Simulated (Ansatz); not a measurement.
Species: C7H13 (charge 0, doublet). It need not be the lowest isomer of its formula. 
Geometry from a B3LYP-D3(BJ)/def2-TZVP (Ansatz, a quantum-chemistry and plane-wave program) optimisation:
```xyz
20

C     -2.4565    -0.9512    -0.7154
C     -1.3700     0.1169    -0.5858
C     -1.9194     1.3591     0.1174
C     -0.1421    -0.4626     0.1251
C      1.0726     0.4769     0.1568
C      2.2626    -0.1382     0.7520
C      3.4794    -0.4905     0.4385
H     -2.0879    -1.8304    -1.2478
H     -3.3242    -0.5683    -1.2564
H     -2.7973    -1.2773     0.2712
H     -1.0620     0.4086    -1.5975
H     -2.2034     1.1238     1.1472
H     -1.1923     2.1714     0.1484
H     -2.8080     1.7339    -0.3945
H     -0.4112    -0.7337     1.1509
H      0.1538    -1.3905    -0.3713
H      1.3151     0.7937    -0.8713
H      0.8253     1.3885     0.7080
H      3.8801    -0.3188    -0.5645
H      4.1525    -0.9639     1.1458
```
Charge 0, spin multiplicity 2.

Quantity: atomisation energy (electronic, to ground-state atoms), in kcal/mol. Correlated levels leave the core frozen unless marked. UHF or UKS for open shells. No spin-orbit coupling. No relativistic terms. The coupled-cluster limit lacks core correlation, which all-electron functionals hold. CBS marks a two-point X^-3 extrapolation of the correlation energy; Hartree-Fock from the larger set. The bracket is a focal-point correction in the basis named.

| level | program | atomisation energy (kcal/mol) |
|---|---|---|
| HF/cc-pVDZ | Ansatz | 1440.3 |
| HF/cc-pVTZ | Ansatz | 1460.3 |

Predict the RI-MP2/CBS(cc-pVTZ,cc-pVQZ)+[CCSD(T)-MP2]/cc-pVTZ result (Ansatz).

1922.1 kcal/mol
